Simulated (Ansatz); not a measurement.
`C[O][GeH]([OH])[Cl]` + HCl → `[OH][GeH]([Cl])[Cl]` + CH₃OH at 600 K and 1 bar (ligand exchange at a Ge–O bond).

Program: Ansatz. Geometries: PBE0-D4/def2-TZVP. ΔE: electronic, gas phase. CBS: MP2 limit from def2 TZ/QZ plus the TZ coupled-cluster correction, frozen cores. This one scheme is used for every species. For Ge outer-core shells are correlated without core-valence functions, which leaves a few kJ/mol of doubt a bond. Scalar relativity is left out up to krypton. One conformer a species, not always the lowest.

| species | CCSD(T)/CBS energy (Eh) | H − E (kJ/mol) | S (J/(mol·K)) |
| --- | --- | --- | --- |
| `C[O][GeH]([OH])[Cl]` | -2727.38103 | 236.1 | 466.5 |
| HCl | -460.38127 | 35.4 | 207.2 |
| `[OH][GeH]([Cl])[Cl]` | -3072.15640 | 113.3 | 405.6 |
| CH₃OH | -115.61712 | 163.6 | 277.3 |

H − E and S are ideal-gas, rigid-rotor, harmonic terms from PBE0-D4/def2-TZVP, for one conformer and one mirror image of each species. 1 Eh = 2625.50 kJ/mol, R = 8.31446 J/(mol·K).

Question: By hand: ΔE, ΔH, ΔS and ΔG.

Answer: ΔE = (-3072.15640) + (-115.61712) − (-2727.38103) − (-460.38127) = -0.01122 Eh = -29.5 kJ/mol. Δ(H − E) = 113.3 + 163.6 − 236.1 − 35.4 = 5.4, so ΔH = -24.1 kJ/mol. ΔS = 405.6 + 277.3 − 466.5 − 207.2 = 9.2 J/(mol·K). ΔG = -24.1 − 600 × (9.2)/1000 = -29.6 kJ/mol.

Question: By hand: the equilibrium constant, and the temperature at which ΔG would vanish if ΔH and ΔS stayed fixed.

Answer: log₁₀ K = −ΔG/(RT ln 10) = 2.6. ΔH and −TΔS have one sign here, so there is no such temperature.

The number of gas molecules stays the same, so ΔS is small and ΔH decides. A doubt of 5 kJ/mol in ΔE shifts log₁₀ K by 0.4 here. Other conformers and mirror images would add mixing entropy, several J/(mol·K) or more a flexible species. These are equilibria of isolated gas molecules and say nothing of rates. Largest T1 diagnostic: 0.011 (customary marks: 0.02 for closed shells, 0.045 for open ones).

ΔS is within the doubt of such terms, so its sign, and with it that verdict, could turn.
